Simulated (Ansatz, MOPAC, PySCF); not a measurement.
Noncovalent pair: HCl (SMILES Cl) (first 2 atoms) with HBr (SMILES Br); geometry from B3LYP-D3(BJ)/def2-TZVP, rigid monomers moved along the line of their centres of mass till Cl1···H4 is 2.91 Å.
(charge 0, multiplicity 1):
```xyz
4

Cl     0.535    -0.466    -0.226
H      0.800     0.786    -0.124
Br     0.142    -0.298     4.067
H      0.220    -0.581     2.667
```

Counterpoise-corrected where a basis set is named; no monomer relaxation. Rows marked so take none.

Frozen-core correlation. Filled d and f shells under p-block atoms count as core. CBS(a, b) extrapolates the correlation energy as X⁻³ and adds the Hartree–Fock energy of set b. Rows in 3-21G, 6-31G* carry no dispersion term and start afresh at each structure (6-31G* with six Cartesian d functions); the Pople sets are all-electron and without relativity. MP2/6-31G* freezes PySCF's default core, which leaves 3d correlated. The state that AM1, PM3, PM6 reach isn't checked.

Run with Ansatz (a first-principles code); MOPAC for AM1, PM3, PM6 (differences of heats of formation); PySCF for 3-21G rows, 6-31G* rows, the dispersion terms. 

Other levels give for the interaction energy: PBE/def2-TZVPPD -5.7; B3LYP/def2-TZVPPD -3.5; B3LYP-D3(BJ)/def2-TZVPPD -7.0; wB97M-V/def2-TZVPPD -6.0; CCSD(T)/CBS(def2-TZVPPD, def2-QZVPPD) -6.3 kJ/mol.

### Question
What do these common cheap choices give for the same quantity: AM1, PM3, PM6, HF/3-21G (no counterpoise), HF/6-31G* (no counterpoise), B3LYP/3-21G (no counterpoise), B3LYP/6-31G*, MP2/6-31G*?

### Answer
AM1 -2.9; PM3 -4.6; PM6 -4.7; HF/3-21G (no counterpoise) -4.3; HF/6-31G* (no counterpoise) -3.2; B3LYP/3-21G (no counterpoise) -6.7; B3LYP/6-31G* -4.4; MP2/6-31G* -4.5 kJ/mol. They span -6.7 to -2.9 kJ/mol.
